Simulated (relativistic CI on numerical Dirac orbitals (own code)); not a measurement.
## Line list: Forbidden lines, Tl³²⁺

Method of calculation: Dirac-Coulomb-Breit CI, KLI orbitals optimised for each configuration, QED by a radiative potential, unscaled Slater integrals (own radial code, finite nucleus).

Configurations in the expansion (outside the closed core [Ar] 3d10): 4s²4p⁶4d¹⁰4f³, 4s²4p⁶4d⁹4f⁴, 4s²4p⁶4d¹⁰4f²5s, 4s²4p⁶4d¹⁰4f²5p, 4s²4p⁶4d¹⁰4f5s², 4s²4p⁵4d¹⁰4f⁴, 4s²4p⁶4d¹⁰4f5s5p, 4s²4p⁶4d¹⁰4f²5d, 4s²4p⁶4d¹⁰4f5p², 4s4p⁶4d¹⁰4f⁴, 4s²4p⁶4d¹⁰4f5s5d, 4s²4p⁶4d⁹4f²5s², 4s²4p⁶4d¹⁰4f²5f, 4s²4p⁶4d¹⁰4f²6s, 4s²4p⁶4d¹⁰4f5d², 4s²4p⁶4d¹⁰4f²6p. Levels of other configurations are missing.

```csv
λ vac (Å),Lower,Upper,Type,A (s⁻¹),gf,Branching (%)
702.86,4s²4p⁶4d¹⁰4f³ ⁴I°9/2 [1],4s²4p⁶4d¹⁰4f³ ²H°11/2 [21],M1,9.59e+01,8.53e-08,5.9
849.12,4s²4p⁶4d¹⁰4f³ ⁴I°9/2 [1],4s²4p⁶4d¹⁰4f³ ⁴F°9/2 [14],M1,2.01e+02,2.18e-07,10.6
853.86,4s²4p⁶4d¹⁰4f³ ⁴I°9/2 [1],4s²4p⁶4d¹⁰4f³ ²H°11/2 [13],M1,6.84e+01,8.97e-08,4.9
970.93,4s²4p⁶4d¹⁰4f³ ⁴I°9/2 [1],4s²4p⁶4d¹⁰4f³ ⁴G°7/2 [11],M1,1.29e+02,1.46e-07,10.1
987.49,4s²4p⁶4d¹⁰4f³ ⁴I°11/2 [2],4s²4p⁶4d¹⁰4f³ ²H°11/2 [21],M1,3.20e+02,5.62e-07,19.8
1062.1,4s²4p⁶4d¹⁰4f³ ²G°9/2 [4],4s²4p⁶4d¹⁰4f³ ⁴G°11/2 [24],M1,2.54e+02,5.15e-07,11.5
1080.5,4s²4p⁶4d¹⁰4f³ ⁴I°11/2 [2],4s²4p⁶4d¹⁰4f³ ⁴G°9/2 [18],M1,4.65e+02,8.14e-07,15.0
1159.2,4s²4p⁶4d¹⁰4f³ ⁴I°9/2 [1],4s²4p⁶4d¹⁰4f³ ²G°7/2 [9],M1,3.59e+02,5.78e-07,85.9
1234.8,4s²4p⁶4d¹⁰4f³ ⁴F°3/2 [3],4s²4p⁶4d¹⁰4f³ ⁴D°5/2 [17],M1,9.58e+02,1.31e-06,51.4
1302.7,4s²4p⁶4d¹⁰4f³ ⁴I°11/2 [2],4s²4p⁶4d¹⁰4f³ ⁴F°9/2 [14],M1,2.63e+02,6.69e-07,13.9
1313.9,4s²4p⁶4d¹⁰4f³ ⁴I°11/2 [2],4s²4p⁶4d¹⁰4f³ ²H°11/2 [13],M1,4.06e+02,1.26e-06,29.0
1315.4,4s²4p⁶4d¹⁰4f³ ⁴F°3/2 [3],4s²4p⁶4d¹⁰4f³ ²P°1/2 [16],M1,1.45e+03,7.54e-07,84.7
1353.6,4s²4p⁶4d¹⁰4f³ ⁴I°11/2 [2],4s²4p⁶4d¹⁰4f³ ²K°13/2 [12],M1,3.66e+03,1.41e-05,88.2
1379.1,4s²4p⁶4d¹⁰4f³ ²G°9/2 [4],4s²4p⁶4d¹⁰4f³ ²H°11/2 [21],M1,8.51e+02,2.91e-06,52.7
1393.6,4s²4p⁶4d¹⁰4f³ ⁴I°13/2 [5],4s²4p⁶4d¹⁰4f³ ²H°11/2 [21],M1,3.09e+02,1.08e-06,19.1
1410.8,4s²4p⁶4d¹⁰4f³ ⁴F°5/2 [7],4s²4p⁶4d¹⁰4f³ ²D°5/2 [23],M1,3.32e+02,5.95e-07,11.5
1424.2,4s²4p⁶4d¹⁰4f³ ⁴S°3/2 [8],4s²4p⁶4d¹⁰4f³ ²D°5/2 [23],M1,7.62e+02,1.39e-06,26.4
1433.4,4s²4p⁶4d¹⁰4f³ ⁴I°9/2 [1],4s²4p⁶4d¹⁰4f³ ²G°9/2 [4],M1,2.14e+03,6.59e-06,94.2
1435.0,4s²4p⁶4d¹⁰4f³ ²G°7/2 [9],4s²4p⁶4d¹⁰4f³ ²D°5/2 [23],M1,1.17e+03,2.17e-06,40.7
1553.5,4s²4p⁶4d¹⁰4f³ ⁴I°13/2 [5],4s²4p⁶4d¹⁰4f³ ²L°15/2 [20],M1,1.54e+03,8.92e-06,60.5
1567.6,4s²4p⁶4d¹⁰4f³ ²G°9/2 [4],4s²4p⁶4d¹⁰4f³ ⁴G°9/2 [18],M1,1.46e+03,5.36e-06,47.0
1610.6,4s²4p⁶4d¹⁰4f³ ⁴F°5/2 [7],4s²4p⁶4d¹⁰4f³ ²D°3/2 [22],M1,3.62e+02,5.63e-07,12.5
1628.2,4s²4p⁶4d¹⁰4f³ ⁴S°3/2 [8],4s²4p⁶4d¹⁰4f³ ²D°3/2 [22],M1,2.32e+03,3.70e-06,80.4
1753.8,4s²4p⁶4d¹⁰4f³ ⁴G°5/2 [6],4s²4p⁶4d¹⁰4f³ ⁴D°5/2 [17],M1,6.34e+02,1.75e-06,34.0
1928.5,4s²4p⁶4d¹⁰4f³ ⁴G°5/2 [6],4s²4p⁶4d¹⁰4f³ ⁴D°3/2 [15],M1,6.64e+02,1.48e-06,38.6
2053.2,4s²4p⁶4d¹⁰4f³ ⁴F°5/2 [7],4s²4p⁶4d¹⁰4f³ ²G°7/2 [19],M1,2.28e+03,1.15e-05,69.0
2083.0,4s²4p⁶4d¹⁰4f³ ²G°9/2 [4],4s²4p⁶4d¹⁰4f³ ⁴F°9/2 [14],M1,1.23e+03,7.99e-06,64.7
2104.9,4s²4p⁶4d¹⁰4f³ ²G°7/2 [9],4s²4p⁶4d¹⁰4f³ ²G°7/2 [19],M1,8.58e+02,4.56e-06,26.0
2111.8,4s²4p⁶4d¹⁰4f³ ²G°9/2 [4],4s²4p⁶4d¹⁰4f³ ²H°11/2 [13],M1,6.79e+02,5.45e-06,48.5
2114.7,4s²4p⁶4d¹⁰4f³ ²G°7/2 [9],4s²4p⁶4d¹⁰4f³ ⁴G°9/2 [18],M1,6.09e+02,4.08e-06,19.7
2136.6,4s²4p⁶4d¹⁰4f³ ²H°11/2 [13],4s²4p⁶4d¹⁰4f³ ⁴G°11/2 [24],M1,1.21e+03,9.95e-06,54.7
2146.1,4s²4p⁶4d¹⁰4f³ ⁴I°13/2 [5],4s²4p⁶4d¹⁰4f³ ²H°11/2 [13],M1,2.46e+02,2.04e-06,17.6
2254.1,4s²4p⁶4d¹⁰4f³ ⁴I°13/2 [5],4s²4p⁶4d¹⁰4f³ ²K°13/2 [12],M1,4.88e+02,5.20e-06,11.8
2379.2,4s²4p⁶4d¹⁰4f³ ⁴I°15/2 [10],4s²4p⁶4d¹⁰4f³ ²L°15/2 [20],M1,9.53e+02,1.29e-05,37.4
2438.5,4s²4p⁶4d¹⁰4f³ ⁴I°9/2 [1],4s²4p⁶4d¹⁰4f³ ⁴I°11/2 [2],M1,2.40e+03,2.57e-05,100.0
2563.5,4s²4p⁶4d¹⁰4f³ ⁴F°3/2 [3],4s²4p⁶4d¹⁰4f³ ⁴S°3/2 [8],M1,8.78e+02,3.46e-06,98.2
2608.2,4s²4p⁶4d¹⁰4f³ ⁴F°3/2 [3],4s²4p⁶4d¹⁰4f³ ⁴F°5/2 [7],M1,8.66e+02,5.30e-06,96.7
2716.6,4s²4p⁶4d¹⁰4f³ ⁴S°3/2 [8],4s²4p⁶4d¹⁰4f³ ⁴D°3/2 [15],M1,7.68e+02,3.40e-06,44.6
3096.0,4s²4p⁶4d¹⁰4f³ ⁴G°5/2 [6],4s²4p⁶4d¹⁰4f³ ⁴G°7/2 [11],M1,1.09e+03,1.25e-05,85.6
3174.3,4s²4p⁶4d¹⁰4f³ ²G°7/2 [9],4s²4p⁶4d¹⁰4f³ ⁴F°9/2 [14],M1,1.68e+02,2.53e-06,8.8
3272.1,4s²4p⁶4d¹⁰4f³ ⁴G°7/2 [11],4s²4p⁶4d¹⁰4f³ ⁴G°9/2 [18],M1,5.30e+02,8.51e-06,17.1
3293.5,4s²4p⁶4d¹⁰4f³ ⁴G°9/2 [18],4s²4p⁶4d¹⁰4f³ ⁴G°11/2 [24],M1,4.20e+02,8.19e-06,19.0
3388.7,4s²4p⁶4d¹⁰4f³ ⁴I°11/2 [2],4s²4p⁶4d¹⁰4f³ ⁴I°13/2 [5],M1,9.24e+02,2.23e-05,100.0
3477.8,4s²4p⁶4d¹⁰4f³ ⁴I°11/2 [2],4s²4p⁶4d¹⁰4f³ ²G°9/2 [4],M1,1.32e+02,2.39e-06,5.8
4476.5,4s²4p⁶4d¹⁰4f³ ⁴I°13/2 [5],4s²4p⁶4d¹⁰4f³ ⁴I°15/2 [10],M1,2.43e+02,1.17e-05,100.0
```

Terms are leading LS components. Brackets give the number of a level in order of energy, since labels repeat. The list gives strong lines, with weight on those to low levels, among the lowest 200 of 2550 levels, so that lines to higher ones, which can be the strongest, are missing. Levels whose partners in the same complex of configurations lie outside the list can be far off, and so can their lines. Rates are taken at the computed energies, electric ones in the length gauge.

At this charge energies of transitions that change n are usually good to better than 1 %, and those within a shell (Δn = 0) to a few per cent. Terms inside the open d or f shell come out 10 to 20 % too wide with unscaled integrals.

LS names give the leading component of a level, which can be under half, so a name can repeat, a term be missing and a line seem to break the LS rules.
